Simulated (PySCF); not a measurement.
# Electron correlation in P⁺ (phosphorus, charge +1)

[Ne] 3s1 3p2 3d1, one real determinant (an excited configuration). All numbers are calculated (PySCF 2.14, the non-relativistic Hamiltonian (point nucleus), in aug-cc-pV(Q+d)Z). Frozen: [Ne]; 4 electrons correlated.

MP2 pair energies summed by pair of shells (mhartree):

| pair | energy | share (%) |
| --- | --- | --- |
| 3p-3d | -11.72 | 45.9 |
| 3p-3p | -6.87 | 26.9 |
| 3s-3p | -4.14 | 16.2 |
| 3s-3d | -2.81 | 11.0 |

Total MP2 correlation energy: -25.53 mhartree.

Same-spin part -25.53 and opposite-spin part 0.00 mhartree; SCS-MP2 scales them by 1/3 and 6/5 to -8.51 mhartree.

The reference is one real determinant that mixes LS terms of this configuration.
